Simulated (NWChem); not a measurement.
System meant: CdH₂Se; SMILES [SeH][CdH]

Input file for NWChem:

```
start job
memory heap 200 mb stack 900 mb global 1100 mb
geometry units angstroms noautoz
  Cd     0.428209    -0.728302     0.000000
  H      0.688469    -2.377563     0.000000
  Se     0.068916     1.714394     0.000000
  H     -1.392672     1.536305     0.000000
end
basis spherical
  * library def2-svp
end
dft
  xc pbe0
  iterations 150
  mulliken
end
task dft energy
```

End of the output:

```
             Northwest Computational Chemistry Package (NWChem) 7.3.0
             --------------------------------------------------------

 CS  symmetry detected

                             Geometry "geometry" -> ""
                             -------------------------

 Output coordinates in angstroms (scale by  1.889725989 to convert to a.u.)

  No.       Tag          Charge          X              Y              Z
 ---- ---------------- ---------- -------------- -------------- --------------
    1 Cd                  48.0000     0.00944156    -1.00940404     0.00000000
    2 H                    1.0000     0.01390189    -2.67906784     0.00000000
    3 Se                  34.0000     0.02870054     1.45949942     0.00000000
    4 H                    1.0000    -1.44291521     1.50748140     0.00000000

 Effective nuclear repulsion energy (a.u.)     390.4275754681

      Symmetry information
      --------------------

 Group name             Cs
 Group number              2
 Group order               2
 No. of unique centers     4

                                 NWChem DFT Module
                                 -----------------

 Summary of "ao basis" -> "ao basis" (spherical)
 ------------------------------------------------------------------------------
       Tag                 Description            Shells   Functions and Types
 ---------------- ------------------------------  ------  ---------------------
 Cd                         def2-svp                11       31   5s3p2d1f
 H                          def2-svp                 3        5   2s1p
 Se                         def2-svp                12       32   5s4p3d

      Symmetry analysis of basis
      --------------------------

        a'         51
        a"         22

            General Information
            -------------------
          SCF calculation type: DFT
          Wavefunction type:  closed shell.
          No. of atoms     :     4
          No. of electrons :    84
           Alpha electrons :    42
            Beta electrons :    42
          Charge           :     0
          Spin multiplicity:     1
          Use of symmetry is: on ; symmetry adaption is: on
          Maximum number of iterations: 150
          AO basis - number of functions:    73
                     number of shells:    29
          Convergence on energy requested:  1.00D-06
          Convergence on density requested:  1.00D-05
          Convergence on gradient requested:  5.00D-04

              XC Information
              --------------
                         PBE0 Method XC Functional
                     Hartree-Fock (Exact) Exchange  0.250
          PerdewBurkeErnzerhof Exchange Functional  0.750
            Perdew 1991 LDA Correlation Functional  1.000 local
           PerdewBurkeErnz. Correlation Functional  1.000 non-local

             Grid Information
             ----------------
          Grid used for XC integration:  medium
          Radial quadrature: Mura-Knowles
          Angular quadrature: Lebedev.
          Tag              B.-S. Rad. Rad. Pts. Rad. Cut. Ang. Pts.
          ---              ---------- --------- --------- ---------
          Cd                  1.55      123          10.0       590
          H                   0.35       45          11.0       434
          Se                  1.15      112          11.0       590
          Grid pruning is: on
          Number of quadrature shells:   325
          Spatial weights used:  Erf1

      Superposition of Atomic Density Guess
      -------------------------------------

 Sum of atomic energies:       -3608.73015754

      Non-variational initial energy
      ------------------------------

 Total energy =   -3611.920672
 1-e energy   =   -5795.859455
 2-e energy   =    1793.511208
 HOMO         =      -1.519295
 LUMO         =      -1.069709

      Symmetry analysis of molecular orbitals - initial
      -------------------------------------------------

  Numbering of irreducible representations:

     1 a'          2 a"

  Orbital symmetries:

     1 a'          2 a'          3 a'          4 a'          5 a'
     6 a"          7 a'          8 a'          9 a'         10 a"
    11 a'         12 a'         13 a"         14 a'         15 a"
    16 a'         17 a'         18 a"         19 a'         20 a"
    21 a'         22 a"         23 a'         24 a'         25 a'
    26 a'         27 a"         28 a'         29 a'         30 a"
    31 a'         32 a'         33 a"         34 a'         35 a"
    36 a'         37 a'         38 a'         39 a"         40 a'
    41 a"         42 a'         43 a'         44 a'         45 a"
    46 a'         47 a'         48 a'         49 a"         50 a'
    51 a'         52 a'

     ---------------------------------------------
      Total Density - Mulliken Population Analysis
     ---------------------------------------------

    Atom       Charge   Shell Charges
 -----------   ------   -------------------------------------------------------
    1 Cd  48    55.16   2.00  2.01  2.04  2.62 -0.54  6.02  6.76 -0.47 10.04 10.68 14.00
    2 H    1     0.05   0.30 -0.22 -0.03
    3 Se  34    28.71   2.00  2.00  1.99  0.64  0.59  6.00  5.96  0.17 -0.38  8.17  1.77 -0.20
    4 H    1     0.08   0.06  0.01  0.01

[...]
```

### Question
Can this run be used? If not, why, and what is the fix?

### Answer
The run ends normally but its numbers are meaningless: the def2 basis of a heavy element holds valence functions alone and wants its effective core potential (without it all electrons must fit into that basis). This input runs:
```
start job
memory heap 200 mb stack 900 mb global 1100 mb
geometry units angstroms noautoz
  Cd     0.428209    -0.728302     0.000000
  H      0.688469    -2.377563     0.000000
  Se     0.068916     1.714394     0.000000
  H     -1.392672     1.536305     0.000000
end
basis spherical
  Cd library def2-svp
  H library def2-svp
  Se library def2-svp
end
ecp
  Cd library def2-ecp
end
dft
  xc pbe0
  iterations 150
  mulliken
end
task dft energy
```
It converges to -2569.91222 Ha (PBE0/def2-SVP with def2 effective core potentials on Cd). The faulty run gave -3716.442 Ha, with all electrons squeezed into the valence basis.
